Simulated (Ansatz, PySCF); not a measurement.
Process, species as SMILES: ClBCl [dichloroborane] → [BH]Cl + Cl atom (the B-Cl bond at the site shown breaks; other sites are not compared here)
Structures are relaxed separately at B3LYP-D3(BJ)/def2-TZVP in Ansatz (a first-principles code). Frequencies are from Ansatz or PySCF.

Quantity: bond dissociation energy (enthalpy at 298 K, with B3LYP-D3(BJ) rigid-rotor harmonic-oscillator terms), in kcal/mol. Valence correlation only, unless marked. UHF or UKS for open shells. No spin-orbit coupling. No relativistic terms. CBS(X,Y): correlation extrapolated as X^-3; Hartree-Fock from the larger set.

```
level         program  bond dissociation energy (kcal/mol)
------------  -------  -----------------------------------
HF/6-31G*      Ansatz                                 90.7
HF/cc-pwCVTZ   Ansatz                                 90.8
```

What does CCSD(T)/CBS(aug-cc-pV(T+d)Z,aug-cc-pV(Q+d)Z) (Ansatz) give?

122.9 kcal/mol
